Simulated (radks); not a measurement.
The gold anion Au-, [Hg], held by a Watson sphere: a shell of charge +1 at radius R that stands for the Madelung well of a crystal (potential energy -1/R inside, -1/r outside, in hartree with lengths in bohr). All-electron calculation, scalar-relativistic Kohn-Sham, LDA (Slater exchange, Perdew-Wang correlation), spin-polarised, spherical densities, point nucleus. Program: a radial shooting solver on a logarithmic mesh with Libxc functionals. Response by self-consistent Sternheimer equations with the Hartree and adiabatic LDA kernel, the relativistic mass of each level held fixed and spin-orbit coupling left out. The sphere does not respond.

R (bohr)	e(5p) (eV)	e(5d) (eV)	e(6s) (eV)	<r> 6s (bohr)	sum of <r^2> (bohr^2)	X-ray form factor at sin(theta)/lambda = 0.1 1/angstrom	alpha (bohr^3)
5.09	-57.975	-5.048	-4.732	3.113	76.01	75.378	70.40
5.24	-57.861	-4.932	-4.617	3.124	76.24	75.374	72.06
5.32	-57.802	-4.873	-4.557	3.130	76.35	75.372	72.92
5.99	-57.351	-4.416	-4.097	3.168	77.18	75.358	79.64
6.21	-57.217	-4.281	-3.962	3.178	77.39	75.355	81.63
